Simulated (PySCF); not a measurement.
germylsilane (GeH6Si), SMILES [SiH3][GeH3].

Coordinates come from a PBE0-D3(BJ)/def2-TZVP optimisation.

Level of theory: PBE/def2-TZVPD (PySCF).

The molecule is in vacuum.

```yaml
total_energy: -2369.61412 hartree
point_group: C3v
highest_occupied_level: -7.20 eV
lowest_empty_level: -0.72 eV
orbital_gap: 6.48 eV
dipole_moment: 0.014 e·Å
quadrupole, principal values (traceless, Buckingham form, about the centre of nuclear charge): -0.79, 0.40, 0.40 D·Å
mean_static_polarisability: 68.4 bohr³ (10.14 Å³)
polarisability_principal_values: 61.0, 61.0, 83.3 bohr³
```
